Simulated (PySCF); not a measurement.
Isomers of C6H12OP2, one conformer each; single-point electronic energies without zero-point terms and without any empirical dispersion term.

Computed with PySCF at PBE0/pcSseg-1, non-relativistic, each on one gas-phase PBE0-D3(BJ)/def2-SVP geometry that isn't relaxed in the solvent. The solvent is an IEF-PCM continuum (Bondi radii, 1.10 Å for H, scaled by 1.2). Specific hydrogen bonds and non-electrostatic terms are outside this model.

```csv
isomer,"relative energy, gas (kcal/mol)",dipole (D)
`C/C=C/[P@@](C)(=O)/C=C/P`,0.0,3.97
`C=CC/P=P/CCCO`,18.2,1.46
```

Task: How do the relative energies look in chloroform (ε = 4.711)?

Result: 
| isomer | relative energy, solvent (kcal/mol) | E(solvent) − E(gas) (kcal/mol) | dipole in solvent (D) |
| --- | --- | --- | --- |
| `C/C=C/[P@@](C)(=O)/C=C/P` | 0.0 | -7.4 | 5.01 |
| `C=CC/P=P/CCCO` | 20.2 | -5.4 | 1.59 |

The order is unchanged. Conformers: `[CH3:1]/[CH:2]=[CH:3]/[P@@:4]([CH3:5])(=[O:6])/[CH:7]=[CH:8]/[PH2:9]` with C2–C3–P4–C5 -127°, C3–P4–C7–C8 -124°, C7–C8–P9–H -126° and -30°; `[CH2:1]=[CH:2][CH2:3]/[P:4]=[P:5]/[CH2:6][CH2:7][CH2:8][OH:9]` with C1–C2–C3–P4 -112°, C2–C3–P4–P5 9°, P4–P5–C6–C7 0°, P5–C6–C7–C8 -178°, C6–C7–C8–O9 -176°. `C/C=C/[P@@](C)(=O)/C=C/P` gains most from the continuum, and it has the largest gas-phase dipole. The gains span 2.0 kcal/mol, the gas-phase energies 18.2 kcal/mol.
